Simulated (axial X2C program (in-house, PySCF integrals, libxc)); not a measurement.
**What spin–orbit coupling does to YF⁻**

Calculated with an axial X2C code built on PySCF integrals. Spin-free means the one-electron spin-free X2C Hamiltonian; two-component (2c) means X2C with spin–orbit coupling and atomic mean-field two-electron Coulomb and Gaunt terms, so the difference of the two also holds small scalar two-electron terms. Basis: Y dyall-acv3z [12s13p10d6f3g], F dyall-av3z [7s6p3d2f] (cores contracted in-house); Gaussian nuclei, density fitting, unrestricted open shells. Masses: Y 88.906 u, F 18.998 u.

Spin-free state: M_S = 1/2, Λ = 1 (beyond evenly filled blocks: π+α); fragments Y + F-.

```tsv
level	Re (Å)	ωe (cm⁻¹)	De (eV)	μ (D)
HF	1.969	570.5	3.950	3.26
MP2	1.981	572.7	3.883	n/a
PBE	1.968	550.3	3.902	2.39
```

Correlated methods: 11 electrons correlated (number of frozen shells: Y 4 s, 3 p, 1 d; F 1 s), 325 virtual spin orbitals or spinors in MP2.

Dipoles are positive if F is the positive end and refer to the centre of mass.

(1) Within this multiplet, which Ω should lie lowest by the rule for regular and inverted multiplets?

Two-component determinant lowest at the distance of the search:

Ω = 3/2 (⟨Sz⟩ = 0.14, ⟨Lz⟩ = 1.36 at HF); fragments Y + F-.

```
level  Re (Å)  ωe (cm⁻¹)  μ (D)
   HF   2.002      514.2   2.55
  MP2   2.009      509.9    n/a
  PBE   1.972      549.5   1.01
```

(2) From the two tables, how do the constants change at the MP2 level (2c against spin-free)?

Occupations by symmetry block were frozen at the best pattern of an incomplete PBE0 search. De is counted from the lowest determinant-based energies of the atoms at the same level, without counterpoise correction. De is not given where an atomic determinant may have missed its ground term or J level, or where the truncated virtual space spoils (T). Density functionals use the spin component along the axis (collinear). The highest occupied level is positive at some bond lengths even in Hartree–Fock (under at least one Hamiltonian), so the basis set holds the extra electron there; where that holds at Re the anion is at best weakly bound and its constants depend on the basis. Other states lie close and PBE0, whose exact exchange favours high spin, may order them wrongly; the determinant shown need not be the ground state. The nearest other spin-free determinant of the search, M_S = 1/2, Λ = 2, lies 0.03 eV up at the distance of the search. The functionals have no current-density term, which raises determinants with orbital currents, atoms included. The outer-core s and p shells of the metal are frozen in the correlated rows, which leaves out core–valence correlation; for alkali and alkaline-earth bonds that tends to lengthen them. At some level and bond length an empty orbital lies below a filled one. With the outer-core shells frozen, correlated bond lengths of heavy atoms tend to come out a few hundredths of an ångström too long. Hartree–Fock gets electron affinities wrong, so its lowest charge split need not be the true one.

## Answers

(1) The open π shell holds one electron, so the multiplet is regular: Ω = Λ − 1/2 = 1/2. The PBE0 2c search puts Ω = 3/2 lowest instead, through mixing with other states or the limits of one determinant.

(2) At the MP2 level Re rises by 0.028 Å and ωe goes down by 62.8 cm⁻¹.
